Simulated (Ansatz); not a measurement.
Reactions of CH$_{5}$FOSeSi (`FCO[SiH2][SeH]`).

Gas-phase electronic energies from Ansatz, PBE0-D4/def2-TZVP geometries. CCSD(T)/CBS is the MP2 limit (def2-TZVPP, def2-QZVPP) plus CCSD(T) − MP2 in def2-TZVPP, frozen cores. This one scheme is used for every species. Functionals use def2-TZVPP. For Br, Se outer-core shells are correlated without core-valence functions, which leaves a few kJ/mol of doubt a bond. Scalar relativity is left out up to krypton. Each species was taken in one conformer, which may not be the lowest.

```
                                                                 reaction  CCSD(T)/CBS(def2) (kcal/mol)
                                      `FCO[SiH2][SeH]` → `C[Se][SiH](O)F`                         -59.9
`FCO[SiH2][SeH]` + `OP[SiH2][SiH3]` → `FCO[SiH2][SiH3]` + `OP[SiH2][SeH]`                           4.9
                            `FCO[SiH2][SeH]` + H₂ → `CO[SiH2][SeH]` + H–F                             ?
                         `FCO[SiH2][SeH]` + HBr → `[SeH][SiH2]Br` + `OCF`                          -0.4
```

(1) Fill in the missing values. (Estimate.)

Largest T1 diagnostic: 0.014, for `OP[SiH2][SiH3]`.

## Answers

(1) Ansatz gave: `FCO[SiH2][SeH]` + H₂ → `CO[SiH2][SeH]` + H–F: -15.3 kcal/mol.
